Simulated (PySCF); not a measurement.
## Ni⁺: ionisation energy

Ni⁺ [Ar] 3d9 (2D) → Ni²⁺ [Ar] 3d8 (3F), as a difference of total energies. Computed with PySCF 2.14 in def2-TZVPPD (6s6p4d2f1g, 67 functions), with the non-relativistic Hamiltonian (point nucleus). Correlated levels: valence: [Ar] frozen. The calculations carry no spin-orbit coupling.

| method | ionisation energy (eV) |
| --- | --- |
| UHF | 15.184 |
| MP2 (valence) | 18.347 |
| SCS-MP2 (valence) | 18.048 |
| CCSD (valence) | 17.609 |
| CCSD(T) (valence) | 17.779 |

**Question.** How much does correlation contribute at CCSD(T) (valence)?

**Answer.** 17.779 − (15.184) = 2.595 eV, measured against UHF.

A first-order spin-orbit estimate (lowest level to lowest level, LS coupling) adds -0.050 eV.

These non-relativistic numbers lack the scalar-relativistic shift.

Errors of the correlated levels include the incompleteness of this basis and the frozen core.

For comparison: 18.169 eV (measured; NIST Atomic Spectra Database, ionization energies).
